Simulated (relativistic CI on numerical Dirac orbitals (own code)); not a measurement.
**Tl²⁰⁺: sensitivity of the levels to the model**

Base calculation: Dirac-Coulomb-Breit CI, separate exchange-only KLI orbitals for each configuration, model QED (radiative potential, 1s self-energy scaled to tabulated hydrogen-like ionisation energies), unscaled Slater integrals.

CI space (outside the closed core [Kr]): 4d¹⁰4f¹³5s², 4d¹⁰4f¹⁴5s, 4d¹⁰4f¹³5s5p, 4d¹⁰4f¹⁴5p, 4d¹⁰4f¹³5s5d, 4d¹⁰4f¹²5s²5p, 4d¹⁰4f¹²5s5p², 4d¹⁰4f¹⁴5d, 4d¹⁰4f¹³5s5f, 4d⁹4f¹⁴5s², 4d¹⁰4f¹³5p5d, 4d¹⁰4f¹²5s²5d, 4d¹⁰4f¹³5s5g, 4d¹⁰4f¹³5p², 4d¹⁰4f¹²5p³, 4d⁹4f¹⁴5p². Double excitations out of closed p, d and f shells are left out; levels of such configurations are missing from the list, as are those of other unlisted configurations, and high levels can miss mixing partners. Some configurations lack a partner that the ground configuration has and come out too high, among them 4d¹⁰4f¹²5s²5d.

Variants: (1) QED terms removed. Shifts of the energy above 4d¹⁰4f¹⁴5s ²S1/2, in cm⁻¹, for the lowest level and the first level of each name with at least 55 % of one term (blank where a level changes its place among those of its configuration and J or its character, or is not in the variant):

| Level | Base | Δ(1) |
| --- | --- | --- |
| 4d¹⁰4f¹⁴5s ²S1/2 | 0 | 0 |
| 4d¹⁰4f¹³5s² ²F°7/2 | 234571 | -3653 |
| 4d¹⁰4f¹³5s² ²F°5/2 | 271644 | -3796 |
| 4d¹⁰4f¹⁴5p ²P°1/2 | 371585 | +3108 |
| 4d¹⁰4f¹⁴5p ²P°3/2 | 604948 | +2922 |
| 4d¹⁰4f¹³5s5p ⁴G11/2 | 789934 | -757 |
| 4d¹⁰4f¹³5s5p ²D3/2 | 798119 | -767 |
| 4d¹⁰4f¹³5s5p ⁴F9/2 | 807935 | -758 |
| 4d¹⁰4f¹³5s5p ⁴D1/2 | 817573 | -898 |
| 4d¹⁰4f¹³5s5p ²G9/2 | 835918 | -896 |
| 4d¹⁰4f¹²5s²5p ⁴G°11/2 | 844452 | -4350 |
| 4d¹⁰4f¹³5s5p ²F5/2 | 920545 | -870 |
| 4d¹⁰4f¹²5s²5p ²K°13/2 | 938351 | -4479 |
| 4d¹⁰4f¹²5s²5p ²H°11/2 | 941911 | -4480 |

At this charge transitions that keep the count of f electrons are usually good to a few per cent. Levels that differ in their count of f electrons can be misplaced by several ten thousand cm⁻¹, since the correlation energy of f electrons is missing or only estimated; rates across such gaps can be off by orders of magnitude. The computed lowest level isn't the tabulated ground level, which NIST ASD gives as 4f13 5s2 2F°7/2; for such ions that label comes from theory and may be the wrong one.

Ionisation energy from one configuration of each of the two ions, the ground ones as tabulated or assumed: base 556.922 eV; QED terms removed 557.329 eV. The NIST ASD value (theoretical) is 570 ± 30 eV.

LS names give the leading component of a level, which can be under half, so a name can repeat, a term be missing and a line seem to break the LS rules.
